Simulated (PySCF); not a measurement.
**Two-photon absorption: SMILES CC(=C)/C(C)=C/C, C₇H₁₂**

Geometry (Å), atoms numbered from 1 in this order:
```xyz
19

C    -1.394   -0.360    1.803
C    -1.012   -0.515    0.522
C    -1.937   -1.184   -0.456
C     0.305   -0.040    0.044
C     1.215    0.618    1.040
C     0.670   -0.194   -1.246
C     1.967    0.242   -1.857
H    -0.761    0.120    2.551
H    -2.369   -0.717    2.143
H    -2.867   -1.497    0.039
H    -1.473   -2.077   -0.905
H    -2.204   -0.509   -1.284
H     0.740    1.509    1.483
H     1.456   -0.063    1.872
H     2.160    0.939    0.584
H    -0.038   -0.676   -1.926
H     2.066    1.341   -1.874
H     2.839   -0.148   -1.307
H     2.052   -0.106   -2.895
```

Method: PySCF, TDDFT CAM-B3LYP/aug-cc-pVDZ excited states, vertical, gas phase. Geometry: PBE0-D3(BJ)/def2-SVP.

(1) How strongly do the lowest singlets absorb one photon, and two photons of half the energy?

Answers

(1) δ for parallel linear polarisation; σ at the peak of a Lorentzian of half width 0.1 eV, single beam; Ω is circular over linear.
| state | E (eV) | f | photon λ (nm) | δ (au) | σ (GM) | Ω | main |
| --- | --- | --- | --- | --- | --- | --- | --- |
| S1 | 5.39 | 0.555 | 460 | 81.5 | 0.87 | 0.42 | HOMO→LUMO 0.97 |
| S2 | 5.52 | 0.002 | 450 | 162 | 1.80 | 1.50 | HOMO→LUMO+1 0.87 |
| S3 | 6.08 | 0.002 | 408 | 191 | 2.59 | 1.50 | HOMO→LUMO+2 0.86 |
| S4 | 6.14 | 0.020 | 404 | 12.3 | 0.17 | 1.50 | HOMO→LUMO+3 0.91 |
| S5 | 6.44 | 0.056 | 385 | 131 | 2.00 | 0.39 | HOMO→LUMO+4 0.93 |
| S6 | 6.63 | 0.007 | 374 | 33.4 | 0.54 | 1.50 | HOMO→LUMO+5 0.49, HOMO→LUMO+6 0.33 |

Among these, the strongest one-photon state is S1, the strongest two-photon state S3, with a dipole change of 1.2 D (relaxed, norm of the difference vector).
